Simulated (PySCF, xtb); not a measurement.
SnF2, SMILES [F][Sn][F] (connectivity only; charge and spin as stated), neutral, multiplicity 1.

Harmonic wavenumbers (cm⁻¹) from xtb with GFN2-xTB at its own minimum, in rising order: 110, 391, 405.

Question: What does B3LYP-D3(BJ)/def2-TZVP run with PySCF 2.14.0 give at its own minimum? (An estimate is asked for; the answer gives what the named calculation found.)

Answer: 189, 572, 590. Paired by order, the mean absolute difference is 149 cm⁻¹ and the zero-point energies are 1.3 and 1.9 kcal/mol.
